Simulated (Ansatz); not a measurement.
Ansatz (a first-principles code) input (B3LYP-D3(BJ)/def2-TZVP):

Ansatz 0.2 input:
```yaml
crystal:
  periodic: [false, false, false]
  atoms:
    - {symbol: Si, position_ang: [-0.35968362, 0.31751500, -0.03019319]}
    - {symbol: Br, position_ang: [1.87000827, 0.32188943, -0.09391744]}
    - {symbol: H, position_ang: [-0.81383324, -0.40766117, -1.20301487]}
    - {symbol: H, position_ang: [-0.74407317, -0.24009268, 1.25388983]}
basis:
  gaussian:
    orbitals: def2-TZVP
hamiltonian:
  xc: b3lyp
  dispersion: d3bj
magnetization: {spin_polarized: true, initial_magnetization: 1}
relax: {f_tol: 0.002, max_steps: 150}
```

Output:

```
Functional definition: B3LYP
integrals: 0.03 GiB planned
762 factors; their error is unknown
0.15 GiB of the device are held for the grids
0.37 GiB of device memory are held for the factors and their scratch space
mean field: 0.55 GiB planned
mean field evaluation 1: about -77957.0057 eV, gradient 8.3e0 eV
mean field evaluation 2: about -77957.3450 eV, gradient 4.2e0 eV
mean field evaluation 4: about -77957.4565 eV, gradient 4.5e-1 eV
mean field evaluation 8: about -77957.8281 eV, gradient 2.2e-1 eV
mean field evaluation 16: about -77957.8282 eV, gradient 4.3e-5 eV
mean field -77957.82817532 eV, -2864.8973437293 hartree, gradient 4.3e-5 eV, S^2 0.751955; 0 other end points of the search recorded, 0 dependent functions left out
the calculation of the forces begins
reference -77957.82838733 eV, -2864.8973515205 hartree; 26, 25 occupied and 71, 72 virtual orbitals, 762 factors
relax step   1: F+E_penalty+E_count = -77957.97761654 eV  Δ(F+E_penalty+E_count) = +0.000e0 eV  max|allowed force component| = 7.320e-1 eV/Å  Δτ_max = 0.0000 Å  (26 SCF iters, accepted)
these checks for a lower state are left out or cut short: starts, cluster_reference, orbital_swaps, neighbouring_geometries, increment
integrals: 0.03 GiB planned
762 factors; their error is unknown
0.15 GiB of the device are held for the grids
0.37 GiB of device memory are held for the factors and their scratch space
mean field: 0.55 GiB planned
mean field -77957.85842371 eV, -2864.8984553371 hartree, gradient 1.7e-5 eV, S^2 0.751947; 0 other end points of the search recorded, 0 dependent functions left out
the calculation of the forces begins
reference -77957.85863574 eV, -2864.8984631289 hartree; 26, 25 occupied and 71, 72 virtual orbitals, 762 factors
relax step   2: F+E_penalty+E_count = -77958.00696127 eV  Δ(F+E_penalty+E_count) = -2.934e-2 eV  max|allowed force component| = 2.094e-1 eV/Å  Δτ_max = 0.0411 Å  (32 SCF iters, accepted)
these checks for a lower state are left out or cut short: starts, cluster_reference, orbital_swaps, neighbouring_geometries, increment
integrals: 0.03 GiB planned
762 factors; their error is unknown
0.15 GiB of the device are held for the grids
0.37 GiB of device memory are held for the factors and their scratch space
mean field: 0.55 GiB planned
mean field -77957.86049015 eV, -2864.8985312774 hartree, gradient 1.7e-5 eV, S^2 0.751961; 0 other end points of the search recorded, 0 dependent functions left out
the calculation of the forces begins
reference -77957.86070204 eV, -2864.8985390642 hartree; 26, 25 occupied and 71, 72 virtual orbitals, 762 factors
relax step   3: F+E_penalty+E_count = -77958.00925486 eV  Δ(F+E_penalty+E_count) = -2.294e-3 eV  max|allowed force component| = 3.413e-2 eV/Å  Δτ_max = 0.0144 Å  (30 SCF iters, accepted)
these checks for a lower state are left out or cut short: starts, cluster_reference, orbital_swaps, neighbouring_geometries, increment
integrals: 0.03 GiB planned
762 factors; their error is unknown
0.15 GiB of the device are held for the grids
0.37 GiB of device memory are held for the factors and their scratch space
mean field: 0.55 GiB planned
mean field evaluation 32: about -77957.4903 eV, gradient 2.9e-4 eV
mean field -77957.86073749 eV, -2864.8985403669 hartree, gradient 1.7e-5 eV, S^2 0.751956; 0 other end points of the search recorded, 0 dependent functions left out
the calculation of the forces begins
reference -77957.86094946 eV, -2864.8985481567 hartree; 26, 25 occupied and 71, 72 virtual orbitals, 762 factors
relax step   4: F+E_penalty+E_count = -77958.00939624 eV  Δ(F+E_penalty+E_count) = -1.414e-4 eV  max|allowed force component| = 2.860e-3 eV/Å  Δτ_max = 0.0048 Å  (31 SCF iters, accepted)
these checks for a lower state are left out or cut short: starts, cluster_reference, orbital_swaps, neighbouring_geometries, increment
integrals: 0.03 GiB planned
762 factors; their error is unknown
0.15 GiB of the device are held for the grids
0.37 GiB of device memory are held for the factors and their scratch space
mean field: 0.55 GiB planned
mean field -77957.86073064 eV, -2864.8985401153 hartree, gradient 1.7e-5 eV, S^2 0.751956; 0 other end points of the search recorded, 0 dependent functions left out
the calculation of the forces begins
reference -77957.86094261 eV, -2864.8985479047 hartree; 26, 25 occupied and 71, 72 virtual orbitals, 762 factors
relax step   5: F+E_penalty+E_count = -77958.00939756 eV  Δ(F+E_penalty+E_count) = -1.319e-6 eV  max|allowed force component| = 8.605e-4 eV/Å  Δτ_max = 0.0003 Å  (32 SCF iters, accepted)
integrals: 0.03 GiB planned
762 factors; their error is unknown
0.15 GiB of the device are held for the grids
0.37 GiB of device memory are held for the factors and their scratch space
mean field: 0.55 GiB planned
mean field evaluation 64: about -77957.8607 eV, gradient 6.7e-4 eV
mean field -77957.86073064 eV, -2864.8985401153 hartree, gradient 1.7e-5 eV, S^2 0.751956; 1 other end points of the search recorded, 0 dependent functions left out
the calculation of the forces begins
reference -77957.86094261 eV, -2864.8985479047 hartree; 26, 25 occupied and 71, 72 virtual orbitals, 762 factors
Total energy: -77958.00960952 eV, -2864.9040113130 hartree
Atom 0 at    -0.334723     0.351273    -0.033235 Å, force     0.000792    -0.000133    -0.000013 eV/Å
Atom 1 at     1.899790     0.330081    -0.095290 Å, force    -0.000861     0.000012     0.000024 eV/Å
Atom 2 at    -0.840954    -0.427964    -1.190953 Å, force     0.000033     0.000057    -0.000062 eV/Å
Atom 3 at    -0.771694    -0.261739     1.246243 Å, force     0.000036     0.000064     0.000052 eV/Å
Dipole moment:    -0.246402     0.000159     0.006991 e Å
```

It need not be the lowest isomer of its formula.
